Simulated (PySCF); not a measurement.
Simulated C 1s region for `C=[C](C)[Ge@@H]([CH3])[O][SiH3]`, binding energy against the vacuum level.

Every computed line was given a Gaussian of 0.6 eV full width at half maximum and an area set by the number of equivalent atoms; the highest printed point is 100. Method used: delta-SCF UKS SCAN, pcX-2 on the ionised atom, pcseg-1 elsewhere, spin-free X2C in PySCF.

binding energy (eV), intensity and a bar:
```
    289.3          0 
    289.4          1 
    289.5          3 #
    289.6          7 ##
    289.7         15 ####
    289.8         29 #########
    289.9         49 ###############
    290.0         71 #####################
    290.1         90 ###########################
    290.2        100 ##############################
    290.3         99 ##############################
    290.4         89 ###########################
    290.5         76 #######################
    290.6         63 ###################
    290.7         52 ###############
    290.8         42 ############
    290.9         32 #########
    291.0         22 #######
    291.1         13 ####
    291.2          7 ##
    291.3          3 #
    291.4          1 
    291.5          0 
    291.6          0
```

**Question.** Count the maxima, the lines and the sites behind this envelope.

**Answer.** The curve has 1 maximum (at 290.2 eV). Under it lie 4 lines from 4 inequivalent carbon sites. At this width some lines have no maximum of their own.

**Question.** Decompose the envelope and assign each component. Numbering: `[CH2:1]=[C:2]([CH3:3])[Ge@@H:4]([CH3:5])[O:6][SiH3:7]`.

**Answer.** 
```csv
position (eV),relative area,line,atoms,environment
290.13,1,C 1s,C1,terminal =CH2 carbon
290.20,1,C 1s,C2,fully substituted alkene carbon
290.32,1,C 1s,C5,sp3 carbon bound to germanium
290.75,1,C 1s,C3,allylic carbon
```

**Question.** What are the centre and the root-mean-square width of the whole band?

**Answer.** The area-weighted mean of the lines is 290.35 eV. Their own spread about it is 0.24 eV (rms) and each Gaussian has σ = 0.6/2.355 = 0.25 eV; the variances add, which gives 0.35 eV.

The listed C 1s values span 0.62 eV, from C1 (bonded to C (double bond) and 2 H) to C3 (bonded to C and 3 H). Summing the Pauling electronegativity differences to the bonded atoms, each weighted by its formal bond order, gives -0.70 for the lowest site and -1.05 for the highest; the largest sum, -0.54, belongs to C2, 0.55 eV below the top. The smallest sum, -1.59, belongs to C5, 0.19 eV above the lowest.

No satellites, vibrations or lifetime broadening are included. Geometry: PBE0-D3(BJ)/def2-SVP, one conformer, isolated molecule.

Conformer computed: `[CH2:1]=[C:2]([CH3:3])[Ge@@H:4]([CH3:5])[O:6][SiH3:7]`: C1–C2–Ge4–C5 0°, C2–Ge4–O6–Si7 -48°.
